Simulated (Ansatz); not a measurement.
This geometry of F3H3NOTa + H2 (11 atoms, charge 0, multiplicity 1) is a first-order saddle point.

The calculation used Ansatz, RKS PBE/def2-SVP.

```xyz
11
Properties=species:S:1:pos:R:3
Ta 0.266 -0.247 0.455
O 2.076 -0.782 -0.592
H 2.771 -0.123 -0.784
N -0.981 0.045 1.965
H -1.741 -0.598 2.218
H -0.893 0.784 2.672
F -0.459 0.588 -1.086
F 1.232 1.253 1.126
F -0.490 -1.960 0.177
H 1.597 -1.289 1.506
H 2.103 -1.162 0.607
```

**Question.** Which two structures does it join? (They come from a converged band through this point; their orientation in space is the band's.)

**Answer.** Bonds broken: H10–H11. Bonds formed: Ta1–H10, O2–H11. F3H3NOTa + H2 becomes F3H5NOTa.

Image 0:

```xyz
11
Properties=species:S:1:pos:R:3
Ta 0.153 0.453 0.105
O 1.999 0.751 -0.199
H 2.821 0.864 0.306
N -0.434 0.337 1.992
H -0.531 -0.548 2.499
H -0.806 1.131 2.524
F -0.966 0.279 -1.421
F -0.342 2.289 0.276
F 0.265 -1.454 0.246
H 1.450 -3.500 0.845
H 1.872 -4.095 1.091
```

Image 8:

```xyz
11
Properties=species:S:1:pos:R:3
Ta 0.274 -0.281 0.750
O 2.133 -0.958 -0.483
H 2.311 -0.367 -1.242
N -1.145 0.166 2.046
H -2.033 -0.341 2.133
H -1.105 0.947 2.710
F 0.227 0.564 -0.994
F 1.316 1.139 1.487
F -0.758 -1.771 0.183
H 1.286 -1.415 1.716
H 2.975 -1.176 -0.043
```

**Question.** How far does it lie above each of them?

**Answer.** 1.17 eV above the first and 0.53 eV above the second. This is the barrier of this one path; another mechanism may lie lower. The orbitals stay closed-shell, which can raise the energy where a bond breaks towards radicals; this wasn't checked here.

Run time: 2.4 min on 4 threads of Intel(R) Xeon(R) 6975P-C (Granite Rapids) (shared host), peak memory 0.2 GiB.
